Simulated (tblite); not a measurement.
C2H11BN2Si.
SMILES with atom numbers: `[CH3:1][CH2:2][BH:3][NH:4][SiH2:5][NH2:6]` (hydrogens: H7, H8, H9 on C1; H10, H11 on C2; H12 on B3; H13 on N4; H14, H15 on Si5; H16, H17 on N6)

Computed with GFN2-xTB (tblite), gas phase: L-BFGS steps from a force-field or distance-geometry start until the largest atomic force falls under 0.01 eV/Å.

Step 105: E = -510.5865 eV
```
atom  x, y, z in Å  |  force x, y, z in eV/Å
C1     -2.4709   -0.5049    0.1123    0.026  -0.021   0.050
C2     -1.5721    0.7390    0.0624   -0.057   0.041   0.002
B3     -0.5147    0.6186   -1.1207   -0.046  -0.114   0.151
N4      0.8160    0.3015   -0.8512   -0.044   0.031  -0.014
Si5     1.7209    0.2010    0.6364    0.013   0.028  -0.044
N6      3.0343   -0.8455    0.2389    0.042   0.023  -0.018
H7     -3.1823   -0.4565    0.9345   -0.016   0.089   0.050
H8     -3.0351   -0.5947   -0.8121    0.017  -0.049  -0.055
H9     -1.8772   -1.4078    0.2456    0.036   0.027  -0.053
H10    -1.0878    0.8699    1.0322   -0.053  -0.028  -0.046
H11    -2.2227    1.6047   -0.0821   -0.001   0.039  -0.010
H12    -0.8668    0.7156   -2.2378    0.008   0.002  -0.044
H13     1.4031    0.1790   -1.6648    0.054  -0.008   0.030
H14     2.3208    1.5053    0.9368    0.017  -0.017   0.022
H15     0.8795   -0.2634    1.7427   -0.022  -0.033  -0.016
H16     3.8096   -0.8625    0.8783    0.067  -0.004   0.033
H17     2.8382   -1.7873   -0.0612   -0.042  -0.007  -0.040
```

Step 106: E = -510.5882 eV
```
atom  x, y, z in Å  |  force x, y, z in eV/Å
C1     -2.4710   -0.5009    0.1177    0.015  -0.001   0.031
C2     -1.5689    0.7408    0.0604   -0.055   0.027   0.004
B3     -0.5143    0.6143   -1.1244   -0.084  -0.086   0.124
N4      0.8156    0.2984   -0.8557   -0.013   0.014   0.036
Si5     1.7146    0.1931    0.6359    0.029   0.032  -0.039
N6      3.0404   -0.8387    0.2354    0.005   0.055  -0.009
H7     -3.1867   -0.4410    0.9355   -0.009   0.077   0.045
H8     -3.0304   -0.5978   -0.8093    0.019  -0.045  -0.040
H9     -1.8807   -1.4042    0.2611    0.039   0.025  -0.043
H10    -1.0805    0.8738    1.0278   -0.059  -0.027  -0.044
H11    -2.2177    1.6076   -0.0847   -0.002   0.040  -0.014
H12    -0.8666    0.7129   -2.2420    0.008  -0.004  -0.031
H13     1.4032    0.1751   -1.6679    0.072  -0.011   0.010
H14     2.3005    1.5015    0.9535    0.005  -0.046   0.012
H15     0.8719   -0.2907    1.7350   -0.006  -0.027  -0.036
H16     3.8118   -0.8513    0.8794    0.072  -0.010   0.033
H17     2.8515   -1.7810   -0.0675   -0.034  -0.014  -0.041
```

Step 107: E = -510.5925 eV
```
atom  x, y, z in Å  |  force x, y, z in eV/Å
C1     -2.4681   -0.4686    0.1475   -0.049   0.021  -0.022
C2     -1.5563    0.7643    0.0488   -0.033  -0.018   0.009
B3     -0.5140    0.5993   -1.1423   -0.113  -0.028   0.054
N4      0.8104    0.2632   -0.8756   -0.003  -0.037   0.120
Si5     1.6729    0.1324    0.6363    0.195  -0.012   0.033
N6      3.0817   -0.7942    0.2169   -0.182   0.048   0.057
H7     -3.2078   -0.3518    0.9413    0.064   0.007  -0.033
H8     -3.0004   -0.6081   -0.7934    0.027  -0.035   0.058
H9     -1.8901   -1.3706    0.3495    0.004   0.088  -0.020
H10    -1.0537    0.9138    1.0072   -0.068  -0.010  -0.043
H11    -2.2007    1.6324   -0.1091    0.013   0.029  -0.018
H12    -0.8671    0.7023   -2.2609    0.010  -0.018   0.006
H13     1.4018    0.1196   -1.6805    0.076  -0.006  -0.010
H14     2.1533    1.4702    1.0463   -0.038  -0.237  -0.036
H15     0.8334   -0.4800    1.6873    0.094   0.050  -0.160
H16     3.8389   -0.7670    0.8815   -0.012  -0.052  -0.053
H17     2.9586   -1.7451   -0.1106    0.014   0.210   0.059
```

Step 108: E = -510.5963 eV
```
atom  x, y, z in Å  |  force x, y, z in eV/Å
C1     -2.4696   -0.4786    0.1375   -0.064   0.030  -0.041
C2     -1.5643    0.7585    0.0536   -0.020  -0.001  -0.002
B3     -0.5161    0.6021   -1.1321   -0.035  -0.027   0.014
N4      0.8128    0.2762   -0.8672   -0.042  -0.036   0.057
Si5     1.6897    0.1514    0.6352    0.096   0.012  -0.013
N6      3.0700   -0.8086    0.2236   -0.049   0.073   0.038
H7     -3.2024   -0.3784    0.9385    0.038   0.004  -0.009
H8     -3.0087   -0.6072   -0.8008    0.024  -0.029   0.044
H9     -1.8833   -1.3775    0.3185    0.016   0.031   0.002
H10    -1.0692    0.9004    1.0158   -0.049   0.004  -0.019
H11    -2.2099    1.6261   -0.1020    0.014   0.027  -0.016
H12    -0.8669    0.7032   -2.2520    0.007  -0.020   0.012
H13     1.4044    0.1359   -1.6739    0.035   0.006   0.007
H14     2.2012    1.4761    1.0132    0.015  -0.077   0.012
H15     0.8511   -0.4174    1.6984    0.003  -0.017  -0.050
H16     3.8324   -0.7962    0.8818    0.001  -0.043  -0.039
H17     2.9216   -1.7541   -0.0979    0.011   0.064   0.004
```

Task: Estimate the geometry and energy of step 109. (The exact step hangs on the optimiser's Hessian estimate; all steps are aligned on step 108, rigid shifts and turns removed.)

Result: E = -510.6001 eV, largest force 0.093 eV/Å
```
atom  x, y, z in Å  |  force x, y, z in eV/Å
C1     -2.4709   -0.4676    0.1470   -0.054   0.031  -0.046
C2     -1.5628    0.7659    0.0472   -0.018   0.006  -0.006
B3     -0.5137    0.5952   -1.1359   -0.044  -0.015  -0.012
N4      0.8146    0.2710   -0.8697   -0.012  -0.073   0.057
Si5     1.6802    0.1314    0.6376    0.045   0.029  -0.004
N6      3.0797   -0.7943    0.2193   -0.031   0.077   0.025
H7     -3.1988   -0.3562    0.9514    0.045  -0.014  -0.019
H8     -3.0144   -0.6048   -0.7871    0.010  -0.018   0.035
H9     -1.8848   -1.3659    0.3304    0.012   0.024   0.026
H10    -1.0680    0.9181    1.0081   -0.040   0.007  -0.018
H11    -2.2071    1.6328   -0.1196    0.024   0.023  -0.012
H12    -0.8617    0.6887   -2.2569   -0.006  -0.015   0.002
H13     1.4104    0.1245   -1.6729    0.003   0.016   0.018
H14     2.1551    1.4588    1.0443    0.040  -0.051   0.026
H15     0.8425   -0.4758    1.6800   -0.002  -0.019  -0.044
H16     3.8427   -0.7706    0.8759    0.014  -0.045  -0.025
H17     2.9498   -1.7395   -0.1090    0.015   0.037  -0.005
```

The energy changes by -0.0037 eV. The first-order estimate −F·Δx gives -0.0044 eV and the mean of the old and new forces, exact on a quadratic surface, -0.0038 eV. The step makes an angle of 81° with the force vector and moves no atom by more than 0.062 Å.

What follows is the cost of the whole relaxation. Hardware: one thread of an Arm Neoverse V1, shared host with 32 logical CPUs at a one-minute load of 26. Cost: 0.97 s of wall time.
